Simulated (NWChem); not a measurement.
CH4O2Si; SMILES O=CO[SiH3]

```xyz
8

O     -0.7352    -1.5818     0.0000
C      0.4379    -1.2941     0.0000
O      0.9177    -0.0400     0.0000
Si    -0.2108     1.2567     0.0000
H      1.2571    -2.0282     0.0000
H     -1.0437     1.2241    -1.2237
H     -1.0437     1.2241     1.2237
H      0.6642     2.4506     0.0000
```
Atoms are numbered in this order, from 1.

All runs: NWChem. Pople sets run with spherical d functions. Geometry: optimised at B3LYP/6-31G* (spherical d). B3LYP is NWChem's, with the RPA form of VWN correlation. GIAO values for the isolated, static molecule; σ is the absolute isotropic shielding, δ = σ(reference) − σ with the isolated reference molecule computed at the same levels (13C: tetramethylsilane, 1H: tetramethylsilane, 17O: water, 29Si: tetramethylsilane).

| level | δ O1 (ppm) | δ C2 (ppm) | δ O3 (ppm) | δ Si4 (ppm) | δ H5 (ppm) | δ H6 (rotor mean) (ppm) |
|---|---|---|---|---|---|---|
| BHandHLYP/pcSseg-1 | 482.9 | 173.6 | 193.1 | -36.4 | 7.86 | 4.68 |
| PBE0/pcSseg-1 | 479.4 | 170.1 | 203.1 | -33.2 | 7.92 | 4.90 |
| KT2/pcSseg-1 | 447.1 | 158.2 | 203.8 | -34.7 | 7.89 | 4.96 |
| B3LYP/6-31G* | 408.3 | 150.5 | 170.7 | -11.0 | 7.83 | 5.06 |
| PBE/pcSseg-1 | 477.3 | 165.8 | 217.9 | -36.8 | 7.99 | 5.02 |
